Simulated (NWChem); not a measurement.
Molecule: C$_{2}$H$_{6}$Mg; SMILES [CH3][Mg][CH3]

Computed with NWChem. All runs use the structure optimised with B3LYP/6-31G* (spherical d). Ions are spin-unrestricted doublets at the neutral geometry; other ion states weren't tried.

**Question.** Predict the results for B3LYP/def2-SVP. Quantities: vertical ionisation energy, ΔSCF (eV); −ε(HOMO) (eV).

**Answer.** 
```json
{
  "vertical ionisation energy, ΔSCF (eV)": "8.50",
  "−ε(HOMO) (eV)": "6.22"
}
```
